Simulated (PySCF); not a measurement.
Computed shifts of a molecule CH5F3Si2, PBE/pcSseg-1 (PySCF), GIAO, gas phase, atoms alike by connectivity averaged where their shifts nearly agree, in ppm (number of nuclei): ¹⁹F: -157.3 (2), -263.8 (1). ²⁹Si: -9.8 (1), -80.0 (1). ¹³C: 148.6 (1). ¹H: 5.51 (2), 4.19 (3). References: ¹⁹F against CFCl3 (σ = 133.6 ppm); ²⁹Si against TMS (σ = 335.4 ppm); ¹³C against TMS (σ = 182.0 ppm); ¹H against TMS (σ = 31.49 ppm), references at their B3LYP-D3(BJ)/def2-TZVP geometries, non-relativistic. Geometry: TPSSh-D3(BJ)/def2-SVP. One conformer was computed; it need not be the lowest.

Question: Which structure fits?
A. F[Si](F)(F)C[SiH3]
B. F[SiH2]C(F)(F)[SiH3]
C. C[Si@H](F)[SiH](F)F
D. F[SiH2]C(F)[SiH2]F

Answer: B, F[SiH2]C(F)(F)[SiH3]
